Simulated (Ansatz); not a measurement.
```
atom   x (Å)   y (Å)    z (Å)
   H  0.0000  0.0000  -1.3109
  Cl  0.0000  0.0000   0.0771
```

Basis set: def2-TZVP (spherical functions). Correlated methods keep 5 orbitals frozen. Charge 0, multiplicity 1.

Computed with Ansatz (development build ahead of 0.2.0); each method stands on the lowest determinant of its kind that the runs found. Restricted open shells among the atoms or ions are ROHF, correlated in semicanonical orbitals with singles.

The atomization energy at this shape (free ground-state atoms in the same class of orbitals less the molecule, no zero-point energy) of singlet HCl:

```
method  atomization energy
   RHF      74.87 kcal/mol
```

Problem. What does RHF-MP2 give?

Solution. 97.39 kcal/mol. Caution: the shape is not the minimum.
